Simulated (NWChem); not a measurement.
System: CH$_{7}$NOSi; SMILES CO[SiH2]N

Here is an NWChem input.

```
start job
memory heap 200 mb stack 900 mb global 1100 mb
geometry units angstroms noautoz
  Si    -0.422379    -0.528829    -0.000193
  N      0.485645    -1.981897     0.000345
  O      0.552551     0.827681    -0.000593
  C      0.071146     2.138852    -0.000619
  H     -1.269746    -0.508135    -1.232141
  H     -1.269891    -0.507248     1.231643
  H      0.988256    -2.262289     0.834915
  H      0.988244    -2.262907    -0.834024
  H     -0.543546     2.361329    -0.894106
  H     -0.543039     2.361538     0.893167
  H      0.924270     2.835373    -0.000942
end
basis spherical
  Si library cc-pvdz
  N library cc-pvdz
  O library cc-pvdz
  C library cc-pvdz
  H library cc-pvdz
end
dft
  xc xpbe96 cpbe96
  iterations 150
  mulliken
end
task dft energy
```

Output (shortened):

```
             Northwest Computational Chemistry Package (NWChem) 7.3.0
             --------------------------------------------------------

 CS  symmetry detected

                             Geometry "geometry" -> ""
                             -------------------------

 Output coordinates in angstroms (scale by  1.889725989 to convert to a.u.)

  No.       Tag          Charge          X              Y              Z
 ---- ---------------- ---------- -------------- -------------- --------------
    1 Si                  14.0000    -0.46508889    -0.52962814     0.00000000
    2 N                    7.0000     0.43081256    -1.99020168     0.00000000
    3 O                    8.0000     0.52109501     0.81872246     0.00000000
    4 C                    6.0000     0.05061709     2.13385386     0.00000000
    5 H                    1.0000    -1.31232316    -0.50143973    -1.23189207
    6 H                    1.0000    -1.31232316    -0.50143973     1.23189207
    7 H                    1.0000     0.93106442    -2.27507520     0.83446955
    8 H                    1.0000     0.93106442    -2.27507520    -0.83446955
    9 H                    1.0000    -0.56194800     2.36154042    -0.89363648
   10 H                    1.0000    -0.56194800     2.36154042     0.89363648
   11 H                    1.0000     0.90950736     2.82325187     0.00000000

 Effective nuclear repulsion energy (a.u.)     179.4721546100

      Symmetry information
      --------------------

 Group name             Cs
 Group number              2
 Group order               2
 No. of unique centers     8

  pbe96 is a nonlocal functional; adding pw91lda local functional.

                                 NWChem DFT Module
                                 -----------------

 Summary of "ao basis" -> "ao basis" (spherical)
 ------------------------------------------------------------------------------
       Tag                 Description            Shells   Functions and Types
 ---------------- ------------------------------  ------  ---------------------
 Si                         cc-pvdz                  8       18   4s3p1d
 N                          cc-pvdz                  6       14   3s2p1d
 O                          cc-pvdz                  6       14   3s2p1d
 C                          cc-pvdz                  6       14   3s2p1d
 H                          cc-pvdz                  3        5   2s1p

      Symmetry analysis of basis
      --------------------------

        a'         62
        a"         33

            General Information
            -------------------
          SCF calculation type: DFT
          Wavefunction type:  closed shell.
          No. of atoms     :    11
          No. of electrons :    42
           Alpha electrons :    21
            Beta electrons :    21
          Charge           :     0
          Spin multiplicity:     1
          Use of symmetry is: on ; symmetry adaption is: on
          Maximum number of iterations: 150
          AO basis - number of functions:    95
                     number of shells:    47
          Convergence on energy requested:  1.00D-06
          Convergence on density requested:  1.00D-05
          Convergence on gradient requested:  5.00D-04

              XC Information
              --------------
          PerdewBurkeErnzerhof Exchange Functional  1.000
            Perdew 1991 LDA Correlation Functional  1.000 local
           PerdewBurkeErnz. Correlation Functional  1.000 non-local

             Grid Information
             ----------------
          Grid used for XC integration:  medium
          Radial quadrature: Mura-Knowles
          Angular quadrature: Lebedev.
          Tag              B.-S. Rad. Rad. Pts. Rad. Cut. Ang. Pts.
          ---              ---------- --------- --------- ---------
          Si                  1.10       88          10.0       590
          N                   0.65       49          12.0       434
          O                   0.60       49           9.0       434
          C                   0.70       49          12.0       434
          H                   0.35       45          12.0       434
          Grid pruning is: on
          Number of quadrature shells:   415
          Spatial weights used:  Erf1

      Superposition of Atomic Density Guess
      -------------------------------------

 Sum of atomic energies:        -459.06006129

      Non-variational initial energy
      ------------------------------

 Total energy =    -460.935271
 1-e energy   =    -987.670177
 2-e energy   =     347.262752
 HOMO         =      -0.361512
 LUMO         =       0.065767

      Symmetry analysis of molecular orbitals - initial
      -------------------------------------------------

  Numbering of irreducible representations:

     1 a'          2 a"

  Orbital symmetries:

     1 a'          2 a'          3 a'          4 a'          5 a'
     6 a'          7 a'          8 a"          9 a'         10 a'
    11 a'         12 a'         13 a"         14 a'         15 a'
    16 a"         17 a'         18 a"         19 a'         20 a'
    21 a"         22 a'         23 a'         24 a'         25 a'
    26 a"         27 a"         28 a'         29 a'         30 a"
    31 a'

     ---------------------------------------------
      Total Density - Mulliken Population Analysis
     ---------------------------------------------

[...]
```

Level: PBE/cc-pVDZ. Geometry: optimised at PBE0/def2-SVP.
